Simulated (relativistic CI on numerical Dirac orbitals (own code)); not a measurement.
## V⁵⁺ in a cubic cluster: L2,3 absorption with charge transfer

Computed with a charge-transfer multiplet model of a cubic metal-ligand cluster with up to 2 ligand holes, Slater and spin-orbit integrals from Dirac-Coulomb-Breit ions, Slater integrals scaled by 0.8. The ground state mixes d0 with configurations of k ligand holes L, whose averages lie at kΔ + k(k − 1)U_dd/2; a core hole lowers each added d electron by U_cd. 20 K, Lorentzian 0.4 eV and Gaussian 0.3 eV FWHM.

Atomic integrals in eV (Slater integrals scaled, ζ unscaled), ground: F2dd 8.057, F4dd 5.049, zeta_d 0.024; with the core hole: F2dd 8.057, F4dd 5.049, zeta_d 0.047, zeta_core 4.606, F2cd 5.989, G1cd 4.613, G3cd 2.623. Where a configuration has fewer than two d electrons, the dd integrals are those of d2.

Cluster parameters (eV): Δ = 2, U_dd = 4.9, 10Dq = 0.35, 10Dq(ligand) = 1.3, V(eg) = 2.3, V(t2g) = -1.05, final-state hopping factor = 1.

Weights, n_d and S are thermal averages at 20 K. Photon energies count from the first peak over 30 % of the highest in each spectrum, which can be another peak from case to case. The parameters are a model scan and need not match a compound or its usual spin state. Peaks in eV (height, largest 100): -1.9 (6), 0.0 (66), 2.2 (8), 2.9 (9), 5.3 (15), 7.0 (100), 9.2 (7).

Question: Which parameters give this spectrum?
A. U_cd = 5.8 eV
B. U_cd = 6.4 eV
C. U_cd = 7.6 eV

Answer: A. U_cd = 5.8 eV; the ground state then has 0.74 d electrons and S = 0.00. The choice follows from running the model for each set and comparing peak positions and heights. The space is cut while the next configuration still counts.
